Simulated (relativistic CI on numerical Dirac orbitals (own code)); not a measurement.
## Calculated levels, Er+

These numbers are calculated, not measured: Dirac-Coulomb-Breit CI, separate exchange-only KLI orbitals for each configuration, a model potential for QED, valence Slater integrals scaled by 0.85, P86 correlation estimate, and configurations built on the next ion tied to the tabulated ionisation energy (semi-empirical) (own radial code, finite nucleus).

Configurations in the expansion (outside the closed core [Xe]): 4f12.6s, 4f11.6s2, 4f11.6s.5d, 4f12.6p, 4f12.5d, 4f12.6d, 4f12.7s, 4f12.5f, 4f12.6f, 4f11.5d2, 4f11.5d.6p, 4f11.6s.6p, 4f11.6p2, 4f13, 4f12.7p, 4f10.6s2.5d, 4f12.8s, 4f11.6s.7s, 4f11.6s.7p, 4f11.5d.7s, 4f12.7d, 4f12.8p, 4f12.5g, 4f11.6s.8s. Levels of other configurations are missing.

The lowest level is 4f11.6s2 4I°_15/2, with 91 % of that term; Hund's rules for 4f11.6s2 give 4I° with J = 15/2, in agreement.

```csv
No.,Configuration,Term,J,E (eV),%,Next component (%),Landé g
1,4f11.6s2,4I°,15/2,0.0000,91,3 4f11.6p2 4I°,1.195
2,4f11(4I°).6s<5I°>.5d‡,6G°,13/2,0.3804,81,14 6H°,1.360
3,4f11(4I°).6s<5I°>.5d‡,6H°,15/2,0.4753,84,11 6I°,1.315
4,4f11(4I°).6s<5I°>.5d‡,6L°,19/2,0.6082,42,28 6K°,1.195
5,4f11(4I°).6s<5I°>.5d‡,6L°,21/2,0.6168,97,3 4M°,1.235
6,4f11(4I°).6s<3I°>.5d‡,4G°,11/2,0.6206,42,32 6G°,1.265
7,4f11(4I°).6s<5I°>.5d‡,6I°,17/2,0.6639,26,24 6K°,1.174
8,4f11(4I°).6s<3I°>.5d‡,4H°,13/2,0.7140,43,25 6H°,1.226
9,4f11(4I°).6s<5I°>.5d‡,6I°,17/2,0.7316,38,23 2L°,1.166
10,4f11(4I°).6s<5I°>.5d‡,6K°,19/2,0.7864,62,30 4L°,1.223
11,4f11.6s2,4I°,13/2,0.7996,93,3 4f11.6p2 4I°,1.105
12,4f11(4I°).6s<3I°>.5d‡,4K°,15/2,0.8357,24,21 4I°,1.137
13,4f11(4I°).6s<3I°>.5d‡,4K°,17/2,0.9352,39,24 6I°,1.189
14,4f11(4I°).6s<5I°>.5d‡,4L°,19/2,1.0643,77,15 4f11.5d2 4L°,1.156
15,4f11(4I°).6s<3I°>.5d‡,2K°,15/2,1.0663,26,25 6I°,1.144
16,4f11(4I°).6s<3I°>.5d‡,4G°,9/2,1.0880,34,32 6G°,1.158
17,4f11(4I°).6s<5I°>.5d‡,6G°,11/2,1.1161,44,23 4G°,1.254
18,4f11(4I°).6s<5I°>.5d‡,6H°,13/2,1.1422,34,18 4I°,1.181
19,4f11(4I°).6s<5I°>.5d‡,6H°,11/2,1.1817,33,26 4G°,1.168
20,4f11(4I°).6s<5I°>.5d‡,4K°,17/2,1.1889,65,17 4f11.5d2 4K°,1.168
21,4f11(4I°).6s<3I°>.5d‡,4H°,13/2,1.2127,37,16 6I°,1.159
22,4f11.6s2,4I°,11/2,1.2428,76,16 2H°,0.989
23,4f11(4I°).6s<3I°>.5d‡,4I°,15/2,1.2810,54,15 4f11.5d2 4I°,1.182
24,4f11(4I°).6s<5I°>.5d‡,6L°,15/2,1.4422,42,30 4L°,1.003
25,4f11(4I°).6s<5I°>.5d‡,6L°,17/2,1.4488,57,21 2L°,1.107
26,4f11.6s2,4I°,9/2,1.5209,54,22 2H°,0.854
27,4f11(4I°).6s<5I°>.5d‡,6L°,19/2,1.5219,50,44 4L°,1.174
28,4f11(4I°).5d2(3F)‡,6F°,11/2,1.5608,66,11 6G°,1.391
29,4f11(4I°).6s<5I°>.5d‡,6H°,9/2,1.5855,34,23 2G°,1.111
30,4f11(4I°).6s<5I°>.5d‡,6K°,13/2,1.5972,31,21 6L°,0.982
31,4f11(4I°).6s<5I°>.5d‡,6K°,15/2,1.6125,45,28 4I°,1.115
32,4f11(4I°).6s<5I°>.5d‡,6G°,7/2,1.6218,50,24 6H°,1.015
33,4f11(4I°).6s<5I°>.5d‡,4G°,11/2,1.6482,34,17 6H°,1.227
34,4f11(4I°).6s<5I°>.5d‡,6K°,17/2,1.6644,45,31 4K°,1.178
35,4f11(4I°).6s<5I°>.5d‡,6G°,9/2,1.6858,43,23 4H°,1.112
36,4f11(4I°).6s<5I°>.5d‡,6I°,13/2,1.7104,40,25 4H°,1.126
37,4f11(4I°).6s<5I°>.5d‡,6I°,11/2,1.7137,31,25 6K°,0.975
38,4f11(4I°).6s<5I°>.5d‡,4G°,11/2,1.7472,34,19 6G°,1.220
39,4f11(4I°).6s<5I°>.5d‡,6I°,15/2,1.7545,38,28 4I°,1.179
40,4f11(4I°).5d2(3F)‡,6G°,13/2,1.7708,47,21 6H°,1.288
41,4f11(4I°).5d2(3F)‡,6I°,17/2,1.8076,55,33 6K°,1.245
42,4f11(4I°).5d2(3F)‡,6H°,15/2,1.8116,50,32 6I°,1.269
43,4f11(4I°).6s<5I°>.5d‡,4H°,13/2,1.8259,34,16 2I°,1.205
44,4f12(3H).6s‡,4H,13/2,1.8437,94,5 4f11.5d.6p 4H,1.229
45,4f11(4I°).5d2(3F)‡,6K°,19/2,1.8489,70,21 6L°,1.233
```

Energies count from the lowest computed level; ° marks odd parity. Percentages are summed over parent terms; the parents shown are those of the largest component, closed shells are left out there, and <> holds an intermediate term. ‡ marks configurations that were not tied to measured data.

The mean weight of the leading LS term, summed over parents, in these 45 levels is 51 %, and that of the leading jj configuration (from the same eigenvectors) 55 %.

Configurations that consist of the next ion and one excited electron were tied to the tabulated ionisation energy; Rydberg ones are usually within 1,000 to 3,000 cm⁻¹ and the lowest ones within about 6,000 (9,000 in d shells), while levels on excited terms of the next ion carry the error of that term, and the other configurations can be misplaced by 10,000 cm⁻¹ or more. Rates follow the energies as ν³ (E1, M1) or ν⁵ (E2), so rates, branching and lifetimes can be off by large factors. The fine structure of a lone outer electron comes out too small, for d and f at times inverted, and misplaced configurations move strength between like terms. 6 of the 10 excited levels that our extract of the measured tables holds in this range could be paired (the sources list more); they are missed by 3667 cm⁻¹ on average and 21760 at most, and levels without a partner can miss by more. Some levels of the ground configuration have no partner and can miss by 10 % or more. The computed lowest level isn't the tabulated ground level, which NIST ASD gives as 4f12 (3H<6>) 6s<1/2> (6,1/2)13/2.

LS names give the leading component of a level, which can be under half, so a name can repeat, a term be missing and a line seem to break the LS rules.
